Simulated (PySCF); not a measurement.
# Magnetic susceptibility: `CCCC[P+](C)(C)P`, [C$_{6}$H$_{17}$P$_{2}$]+, charge +1

Molfile (atoms numbered from 1):
```
C6H17P2
     RDKit          3D

 25 24  0  0  0  0  0  0  0  0999 V2000
    3.1258    0.0023    1.0867 C   0  0  0  0  0  0  0  0  0  0  0  0
    2.6154    0.7301   -0.1513 C   0  0  0  0  0  0  0  0  0  0  0  0
    1.0939    0.8917   -0.1656 C   0  0  0  0  0  0  0  0  0  0  0  0
    0.3746   -0.4449   -0.3626 C   0  0  0  0  0  0  0  0  0  0  0  0
   -1.4376   -0.2355   -0.3380 P   0  0  0  0  0  0  0  0  0  0  0  0
   -1.9760   -0.0844    1.3981 C   0  0  0  0  0  0  0  0  0  0  0  0
   -2.1742   -1.7587   -0.9992 C   0  0  0  0  0  0  0  0  0  0  0  0
   -1.9608    1.4301   -1.6312 P   0  0  0  0  0  0  0  0  0  0  0  0
    2.7893   -1.0311    1.1156 H   0  0  0  0  0  0  0  0  0  0  0  0
    4.2116   -0.0056    1.0863 H   0  0  0  0  0  0  0  0  0  0  0  0
    2.7933    0.5040    1.9927 H   0  0  0  0  0  0  0  0  0  0  0  0
    2.9324    0.1972   -1.0492 H   0  0  0  0  0  0  0  0  0  0  0  0
    3.0632    1.7242   -0.1828 H   0  0  0  0  0  0  0  0  0  0  0  0
    0.7803    1.3518    0.7754 H   0  0  0  0  0  0  0  0  0  0  0  0
    0.8166    1.5652   -0.9844 H   0  0  0  0  0  0  0  0  0  0  0  0
    0.6440   -1.1550    0.4237 H   0  0  0  0  0  0  0  0  0  0  0  0
    0.6489   -0.8796   -1.3285 H   0  0  0  0  0  0  0  0  0  0  0  0
   -1.4898    0.7704    1.8663 H   0  0  0  0  0  0  0  0  0  0  0  0
   -3.0562    0.0515    1.4408 H   0  0  0  0  0  0  0  0  0  0  0  0
   -1.7066   -0.9907    1.9392 H   0  0  0  0  0  0  0  0  0  0  0  0
   -3.2579   -1.7292   -0.8905 H   0  0  0  0  0  0  0  0  0  0  0  0
   -1.9252   -1.8516   -2.0561 H   0  0  0  0  0  0  0  0  0  0  0  0
   -1.7831   -2.6211   -0.4597 H   0  0  0  0  0  0  0  0  0  0  0  0
   -1.8101    2.3515   -0.5905 H   0  0  0  0  0  0  0  0  0  0  0  0
   -3.3227    1.2416   -1.3687 H   0  0  0  0  0  0  0  0  0  0  0  0
  1  2  1  0
  2  3  1  0
  3  4  1  0
  4  5  1  0
  5  6  1  0
  5  7  1  0
  5  8  1  0
  1  9  1  0
  1 10  1  0
  1 11  1  0
  2 12  1  0
  2 13  1  0
  3 14  1  0
  3 15  1  0
  4 16  1  0
  4 17  1  0
  6 18  1  0
  6 19  1  0
  6 20  1  0
  7 21  1  0
  7 22  1  0
  7 23  1  0
  8 24  1  0
  8 25  1  0
M  CHG  1   5   1
M  END
```

Theory: PySCF 2.14.0, GIAO CAM-B3LYP/pcSseg-1 magnetisability, rotational g tensor and spin-rotation constants, non-relativistic, gas phase. Geometry: GFN2-xTB.

For an ion the centre-of-mass motion in the field is neglected.

How diamagnetic is it, and how anisotropic?

Isotropic -1929 × 10⁻³⁰ J/T², or -116.2 × 10⁻⁶ cm³/mol; principal values -1954, -1935, -1900 × 10⁻³⁰ J/T², anisotropy 47 × 10⁻³⁰ J/T² (root of half the summed squared differences of the principal values). The susceptibility is in cgs units.

Split it along the inertial axes a, b, c into diamagnetic and paramagnetic parts about the centre of mass, with the quadrupole moment.


```csv
axis,χ (10⁻⁶ cm³/mol),diamagnetic (10⁻⁶ cm³/mol),paramagnetic (10⁻⁶ cm³/mol),summed x² of all electrons (Å²),quadrupole Θ (D Å)
a,-116.4,-780.3,663.9,364.9,+11.71
b,-116.7,-1834.5,1717.8,116.5,-4.55
c,-115.4,-2042.3,1926.9,67.5,-7.17
```
Anisotropies 2χaa − χbb − χcc = -0.7 and 2χbb − χaa − χcc = -1.7 × 10⁻⁶ cm³/mol. Θ is traceless in Buckingham's convention.

And the rotational g tensor?


| axis | rotational constant (GHz) | g | nuclear part | electronic part |
| --- | --- | --- | --- | --- |
| a | 1.9369 | +0.0115 | 0.6156 | -0.6041 |
| b | 0.7321 | +0.0078 | 0.5986 | -0.5908 |
| c | 0.6418 | +0.0069 | 0.5878 | -0.5810 |

Asymmetric top; isotopes 12C, 1H, 31P; no vibrational averaging.
